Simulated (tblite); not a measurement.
C4H4FNS.
Bonds: C1–C2, C2–N3 (aromatic), N3–C4 (aromatic), C4–C5 (aromatic), C5–F6, C5–S7 (aromatic), C2–S7 (aromatic). Hydrogens: H8, H9, H10 on C1; H11 on C4.

Computed with GFN2-xTB (tblite), gas phase: L-BFGS steps from a force-field or distance-geometry start until the largest atomic force falls under 0.01 eV/Å.

Step 5: E = -584.8584 eV
```
atom  x, y, z in Å  |  force x, y, z in eV/Å
C1     -1.9614    0.1542    0.0081    0.057   0.005   0.008
C2     -0.4858    0.0294    0.0020    0.055   0.062  -0.032
N3      0.1866   -1.0536    0.1111    0.033  -0.031   0.033
C4      1.5286   -0.8601    0.0738   -0.087   0.019  -0.023
C5      1.8886    0.4381   -0.0775   -0.008  -0.007  -0.003
F6      3.1258    0.9161   -0.1486    0.041   0.045  -0.003
S7      0.5113    1.4809   -0.1777   -0.033   0.013   0.013
H8     -2.3038    0.6076   -0.9200   -0.008  -0.012  -0.041
H9     -2.4170   -0.8240    0.1223    0.040  -0.049  -0.003
H10    -2.2810    0.7973    0.8259    0.000   0.004   0.039
H11     2.2135   -1.6831    0.1547   -0.090  -0.048   0.011
```

Step 6: E = -584.8593 eV
```
atom  x, y, z in Å  |  force x, y, z in eV/Å
C1     -1.9602    0.1525    0.0082    0.032   0.024   0.000
C2     -0.4841    0.0329    0.0022    0.002   0.008  -0.033
N3      0.1856   -1.0520    0.1111    0.012  -0.013   0.034
C4      1.5266   -0.8601    0.0742   -0.013  -0.001  -0.028
C5      1.8879    0.4378   -0.0787    0.036   0.010   0.007
F6      3.1253    0.9183   -0.1485    0.014   0.018  -0.003
S7      0.5124    1.4829   -0.1774   -0.034   0.002   0.011
H8     -2.3029    0.6072   -0.9200   -0.009  -0.029  -0.025
H9     -2.4157   -0.8277    0.1221    0.073   0.008  -0.005
H10    -2.2787    0.7972    0.8257   -0.014  -0.014   0.036
H11     2.2093   -1.6863    0.1552   -0.099  -0.012   0.008
```

Step 7: E = -584.8599 eV
```
atom  x, y, z in Å  |  force x, y, z in eV/Å
C1     -1.9589    0.1519    0.0083   -0.001   0.031  -0.005
C2     -0.4829    0.0353    0.0016   -0.024  -0.033  -0.020
N3      0.1851   -1.0512    0.1118   -0.009   0.016   0.020
C4      1.5252   -0.8603    0.0738    0.031   0.040  -0.028
C5      1.8882    0.4381   -0.0794    0.019  -0.016   0.015
F6      3.1252    0.9200   -0.1485    0.010   0.006  -0.004
S7      0.5124    1.4841   -0.1770   -0.012  -0.009   0.006
H8     -2.3025    0.6064   -0.9205   -0.008  -0.036  -0.007
H9     -2.4135   -0.8299    0.1219    0.089   0.041  -0.005
H10    -2.2775    0.7969    0.8262   -0.017  -0.027   0.022
H11     2.2047   -1.6886    0.1556   -0.077  -0.013   0.006
```

**Question.** Estimate the geometry and energy of step 8. (The exact step hangs on the optimiser's Hessian estimate; all steps are aligned on step 7, rigid shifts and turns removed.)

**Answer.** E = -584.8606 eV, largest force 0.103 eV/Å
```
atom  x, y, z in Å  |  force x, y, z in eV/Å
C1     -1.9573    0.1520    0.0083   -0.030   0.030  -0.009
C2     -0.4817    0.0375    0.0006   -0.053  -0.045   0.000
N3      0.1844   -1.0500    0.1130   -0.021   0.035  -0.003
C4      1.5238   -0.8595    0.0728    0.060   0.009  -0.009
C5      1.8887    0.4381   -0.0798    0.027   0.021   0.013
F6      3.1256    0.9223   -0.1486   -0.016  -0.017  -0.004
S7      0.5122    1.4853   -0.1763    0.018  -0.015  -0.002
H8     -2.3023    0.6046   -0.9212   -0.009  -0.033   0.010
H9     -2.4089   -0.8317    0.1216    0.087   0.055  -0.002
H10    -2.2766    0.7959    0.8274   -0.019  -0.034   0.004
H11     2.1976   -1.6917    0.1564   -0.045  -0.007   0.002
```

The energy changes by -0.0007 eV. The first-order estimate −F·Δx gives -0.0010 eV and the mean of the old and new forces, exact on a quadratic surface, -0.0007 eV. The step makes an angle of 54° with the force vector and moves no atom by more than 0.008 Å.

What follows is the cost of the whole relaxation. Time: 0.24 s wall. Hardware: one thread, Intel Xeon at 2.70 GHz (x86_64), no GPU (shared host).
